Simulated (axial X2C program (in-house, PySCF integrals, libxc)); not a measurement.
## What spin–orbit coupling does to CsC⁻

Calculated with an in-house relativistic program for diatomic molecules. Spin-free means the one-electron spin-free X2C Hamiltonian; two-component (2c) means X2C with spin–orbit coupling and atomic mean-field two-electron Coulomb and Gaunt terms, so the difference of the two also holds small scalar two-electron terms. Basis: Cs dyall-acv3z [16s16p10d4f1g], C dyall-av3z [8s7p3d2f] (cores contracted in-house); Gaussian nuclei, density fitting, unrestricted open shells. Masses: Cs 132.905 u, C 12.000 u.

Spin-free state: M_S = 1, Λ = 0 (beyond evenly filled blocks: π+α, π-α); fragments Cs + C-.

```csv
level,Re (Å),ωe (cm⁻¹),De (eV),μ (D)
PBE0,2.850,246.8,1.454,3.13
HF,2.970,239.0,1.454,4.27
CCSD,2.911,241.4,1.387,n/a
CCSD(T),2.905,241.8,1.350,n/a
B3LYP,2.904,231.2,1.295,1.80
```

Correlated methods: 14 electrons correlated (number of frozen shells: Cs 4 s, 3 p, 2 d; C 1 s), 316 virtual spin orbitals or spinors in MP2, 90 natural virtuals in coupled cluster.

Dipoles are positive if C is the positive end and refer to the centre of mass.

Two-component determinant lowest at the distance of the search:

Ω = 1 (⟨Sz⟩ = 1.00, ⟨Lz⟩ = 0.00 at HF); fragments Cs + C-.

| level | Re (Å) | ωe (cm⁻¹) | De (eV) | μ (D) |
| --- | --- | --- | --- | --- |
| PBE0 | 2.848 | 247.0 | 1.455 | 3.15 |
| HF | 2.968 | 239.1 | 1.454 | 4.27 |
| CCSD | 2.910 | 241.5 | 1.388 | n/a |
| CCSD(T) | 2.903 | 241.9 | 1.351 | n/a |
| B3LYP | 2.902 | 231.3 | 1.296 | 1.82 |

Task: From the two tables, how do the constants change at the CCSD(T) level (2c against spin-free)?

Result: At the CCSD(T) level Re goes down by 0.002 Å and ωe stays the same within 0.2 cm⁻¹; De changes by 0.001 eV.

The state is a single determinant with fixed occupations, the lowest that a limited PBE0 search found. Dissociation energies refer to the lowest single-determinant-based atoms at the same level and basis. Density functionals use the spin component along the axis (collinear). CCSD and (T) use frozen natural virtuals with an MP2 correction for the truncation; (T) itself is uncorrected, so its De runs slightly low. PBE0 can misorder states that lie within some tenths of an eV, so this need not be the ground state of the molecule. The nearest other spin-free determinant of the search, M_S = 2, Λ = 0, lies 0.015 eV up at the distance of the search. The functionals have no current-density term, which raises determinants with orbital currents, atoms included. With several unpaired electrons one determinant need not be a pure state. Open-shell Ω = 0 determinants with evenly filled partner blocks cannot be reached by this program, so the Ω shown need not be the lowest component. This is the Ω = 1 component of a π² triplet; the 0⁺ component is not one determinant and can lie lowest. The highest occupied level of some functionals is positive through self-interaction error; at Hartree–Fock it is bound. The determinant is spin-polarised beyond a pure state at some levels (its spin-free form has ⟨S²⟩ too high), which makes Re and μ there less reliable. Hartree–Fock gets electron affinities wrong, so its lowest charge split need not be the true one.
